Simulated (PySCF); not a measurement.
# `InChI=1S/CH6AsB/c1-2-3/h2H,3H2,1H3`

Geometry (Å), atoms numbered from 1 in this order:
```xyz
9

B     1.6446    0.3176   -0.1768
As    0.1909    0.0402    1.1326
C    -1.2546   -0.5461   -0.1001
H     2.4372    1.1684   -0.0379
H     1.8106   -0.4413   -1.0549
H    -0.2318    1.4826    1.2054
H    -1.3094    0.0820   -0.9872
H    -2.2193   -0.5265    0.4056
H    -1.0547   -1.5709   -0.4119
```

The calculation used GIAO BHandHLYP/pcSseg-1 magnetisability, rotational g tensor and spin-rotation constants, non-relativistic, gas phase in PySCF 2.14.0. Geometry: GFN2-xTB.

The calculation is non-relativistic, which matters for the atoms heavier than Zn.

(1) How diamagnetic is it, and how anisotropic?

(2) Split it along the inertial axes a, b, c into diamagnetic and paramagnetic parts about the centre of mass, with the quadrupole moment.

(3) And the rotational g tensor?

Answers

(1) Isotropic -801 × 10⁻³⁰ J/T², or -48.2 × 10⁻⁶ cm³/mol; principal values -1017, -719, -667 × 10⁻³⁰ J/T², anisotropy 327 × 10⁻³⁰ J/T² (root of half the summed squared differences of the principal values). The susceptibility is in cgs units.

(2) 
```tsv
axis	χ (10⁻⁶ cm³/mol)	diamagnetic (10⁻⁶ cm³/mol)	paramagnetic (10⁻⁶ cm³/mol)	summed x² of all electrons (Å²)	quadrupole Θ (D Å)
a	-48.3	-175.5	127.2	51.2	+0.50
b	-44.6	-265.1	220.4	30.1	-1.54
c	-51.8	-345.1	293.4	11.3	+1.04
```
Anisotropies 2χaa − χbb − χcc = -0.2 and 2χbb − χaa − χcc = +10.8 × 10⁻⁶ cm³/mol. Θ is traceless in Buckingham's convention.

(3) 
| axis | rotational constant (GHz) | g | nuclear part | electronic part |
| --- | --- | --- | --- | --- |
| a | 11.7608 | -0.0646 | 0.6382 | -0.7028 |
| b | 6.6195 | -0.0440 | 0.6414 | -0.6855 |
| c | 4.5769 | -0.0184 | 0.6123 | -0.6308 |

Asymmetric top; isotopes 75As, 11B, 12C, 1H; no vibrational averaging.
